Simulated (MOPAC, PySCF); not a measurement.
Stepwise substitution at one centre (Ga Cl-CH3). Isolated molecules, 0 K electronic values unless said otherwise. Strings in code marks are SMILES.

Quantity: redistribution energy (mixed species minus the weighted end members), in kJ/mol. Semi-empirical values (MOPAC) are differences of heats of formation.

Level 1: PBE-D3(BJ)/def2-TZVP // B3LYP-D3(BJ)/def2-TZVP (PySCF)
Level 2: ωB97X-D3(BJ)/def2-TZVP // B3LYP-D3(BJ)/def2-TZVP (PySCF)
Level 3: M06-2X/6-31G* // B3LYP-D3(BJ)/def2-TZVP (PySCF)
Level 4: AM1 // B3LYP-D3(BJ)/def2-TZVP (MOPAC)

```csv
species,level 2,level 3,level 4
2 of 3 Cl replaced by CH3: `[Cl][Ga]([CH3])[CH3]`,-27.62,-32.45,0.74
1 of 3 Cl replaced by CH3: `[CH3][Ga]([Cl])[Cl]`,-27.00,-31.26,-4.33
```

What does level 1 give for each?


- 2 of 3 Cl replaced by CH3: `[Cl][Ga]([CH3])[CH3]`: -28.42
- 1 of 3 Cl replaced by CH3: `[CH3][Ga]([Cl])[Cl]`: -28.29
